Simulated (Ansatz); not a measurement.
Two spin states of CuB, each at its own minimum; 2S+1 = 1, 3 were tried, and our sources give no spin for the ground state. No spin–orbit coupling. Cu is treated without relativity.

```tsv
level	energy of the multiplicity-3 state above the multiplicity-1 state (eV)
PBE/def2-TZVPP	0.703
PBE0/def2-TZVPP	0.403
wB97X-V/def2-TZVPP	0.475
CCSD/def2-TZVPP	0.506
CCSD(T)/def2-TZVPP	0.691
```

The rows run from 0.403 (PBE0/def2-TZVPP) to 0.703 eV (PBE/def2-TZVPP). The 3 functionals in def2-TZVPP without D3 or D4 span 0.300, from PBE0 to PBE.

Each state is the lowest solution found for its spin in def2 and cc sets. The singlet is a restricted closed-shell determinant, which can mix singlet states where a π or δ shell is part-filled.

Correlated levels freeze the inner cores; with def2 sets outer-core shells near the valence are correlated too.

Doubts at one or more of the structures used: a restricted determinant that unrestricted orbitals would lower (CCSD/def2-TZVPP, CCSD(T)/def2-TZVPP).

Codes used: Ansatz (a quantum-chemistry and plane-wave program). Values without a source in brackets are computed.
